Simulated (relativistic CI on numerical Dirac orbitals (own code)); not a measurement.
One change at a time: Gd XXX

Base calculation: Dirac-Coulomb-Breit CI, orbitals from a KLI potential per configuration, model QED (radiative potential, 1s self-energy scaled to tabulated hydrogen-like ionisation energies), unscaled Slater integrals.

Configuration list (outside the closed core [Ar] 3d10): 4s²4p⁵, 4s4p⁶, 4s²4p⁴4d, 4s4p⁵4d, 4s²4p⁴4f, 4s4p⁵4f, 4p⁶4d, 4s4p⁴4d², 4s²4p³4d4f, 4p⁶4f, 4p⁵4d², 4p⁴4d³, 4p⁴4d²4f. Double excitations out of closed p, d and f shells are left out; levels of such configurations are missing from the list, as are those of other unlisted configurations, and high levels can miss mixing partners.

Variants: (1) P86 correlation estimate; (2) non-relativistic limit; (3) one mean potential for all configurations. Shifts of the energy above 4s²4p⁵ ²P°3/2, in cm⁻¹, for the lowest level and the first level of each name with at least 55 % of one term (blank where a level changes its place among those of its configuration and J or its character, or is not in the variant):

```tsv
Level	Base	Δ(1)	Δ(2)	Δ(3)
4s²4p⁵ ²P°3/2	0	0	0	0
4s²4p⁵ ²P°1/2	336300	+9	-336299	+16
4s²4p⁴4d ²D3/2	995543	+1313		-22
4s²4p⁴4d ⁴F9/2	996452	+1319	-109275	-16
4s²4p⁴4d ⁴D1/2	1212715	+1321		-19
4s²4p⁴4d ²G7/2	1283008	+1338		-22
4s²4p⁴4d ²G9/2	1348836	+1334	-420695	-23
4s4p⁵4d ⁴P°1/2	1878124	+1879	-424486	+118
4s4p⁵4d ⁴P°3/2	1898230	+2112	-444592	+109
4s4p⁵4d ⁴F°7/2	1910925	+2960	-444790	+66
4s4p⁵4d ⁴F°9/2	1941489	+2942	-475353	+57
4s4p⁵4d ⁴D°7/2	2019969	+2447	-500320	+97
4s4p⁵4d ²F°7/2	2086685	+2673	-517657	+84
4s²4p⁴4f ⁴G°11/2	2212038	+15616	-112029	-695
```

At this charge energies of transitions that change n are usually good to better than 1 %, and those within a shell (Δn = 0) to a few per cent.

Ionisation energy from the two ground configurations alone: base 1142.33 eV; P86 correlation estimate 1144.2 eV. The NIST ASD value (theoretical) is 1142 eV.

LS names give the leading component of a level, which can be under half, so a name can repeat, a term be missing and a line seem to break the LS rules.
